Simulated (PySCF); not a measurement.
# Dipole moment and polarisability of `C[SiH2][O][GeH2][O][SiH3]`

CH10GeO2Si2.
Geometry (PBE0-D3(BJ)/def2-SVP, Å), atoms numbered from 1 in this order:
```
atom  x, y, z in Å
C1    -1.9075   -1.0887    0.2725
Si2   -1.4334   -0.0458   -1.2070
O3    -0.5948    1.3171   -0.7347
Ge4    0.3438    1.7965    0.6785
O5     1.3916    0.4358    1.1144
Si6    2.4573   -0.5363    0.2885
H7    -2.4453   -1.9946   -0.0498
H8    -2.5621   -0.5320    0.9611
H9    -1.0104   -1.4043    0.8279
H10   -2.6490    0.4051   -1.9485
H11   -0.5776   -0.8440   -2.1385
H12    1.1962    2.9981    0.2540
H13   -0.5741    2.0221    1.8853
H14    3.4438   -1.0851    1.2622
H15    3.1795    0.2407   -0.7671
H16    1.7268   -1.6666   -0.3624
```

Level: PBE0/def2-SVPD (PySCF), static field, nuclei fixed, core orbitals frozen in the response. The polarisability tensor in these axes (au):

```
x   104.99   0.29   3.30
y     0.29  98.45   1.52
z     3.30   1.52  94.08
```

Problem. What are the eigenvalues, a third of the trace, and Δα (Δα² = ½Σ(αi − αj)² over the three pairs)?

Solution. Principal values 92.81, 98.73 and 105.98 au; mean 99.17 au = 14.70 Å³ = 16.35 × 10⁻⁴⁰ C²·m²/J; Δα = 11.42 au (12 % of the mean).

Problem. What is the dipole moment, and where does it point?

Solution. (-0.29, 0.26, 0.84) D, 0.93 D in size, pointing from the negative to the positive side. Measured along this direction, the outermost atoms are H11 at the negative end and H13 at the positive end.

Problem. Form Σ f/ω² (atomic units) for the 10 lowest TDDFT singlets, given as eV and f, and set it beside the mean polarisability, which is this sum over all singlets: 7.01, 0.0038; 7.17, 0.0059; 7.22, 0.0057; 7.36, 0.0010; 7.41, 0.0031; 7.61, 0.0326; 7.75, 0.0105; 7.78, 0.0087; 7.86, 0.0357; 8.03, 0.0656.

Solution. They add up to 2.11 au, 2.1 % of the 99.17 au; the largest single term is 0.75 au, from the state at 8.03 eV. Terms in order: 0.06, 0.08, 0.08, 0.01, 0.04, 0.42, 0.13, 0.11, 0.43, 0.75 au. Higher excitations give the rest. The strengths listed sum to 0.172.

Problem. What would n − 1 = 2πNα be for an ideal gas of these molecules at 273.15 K and 1 atm, electronic part alone?

Solution. N = p/kT = 2.6868 × 10¹⁹ cm⁻³, so n − 1 = 2π × N × 14.70 × 10⁻²⁴ cm³ = 2481 × 10⁻⁶ at long wavelengths, for an ideal gas.

Problem. Give the principal axes and the span of the nuclei along them.

Solution. Largest value along (0.96, 0.09, 0.28), where the nuclei span 6.58 Å; middle along (-0.15, 0.97, 0.21), 4.72 Å; least along (-0.25, -0.24, 0.94), 3.33 Å. The response follows the extents in order.

The structure is a single PBE0-D3(BJ)/def2-SVP conformer in the gas phase; no vibrational or solvent corrections. The calculation is non-relativistic, for germanium too.

These values come from a run that also computed excited states and ΔSCF ions. Time: 5.5 min wall. Hardware: Arm Neoverse V2, one thread, shared host.
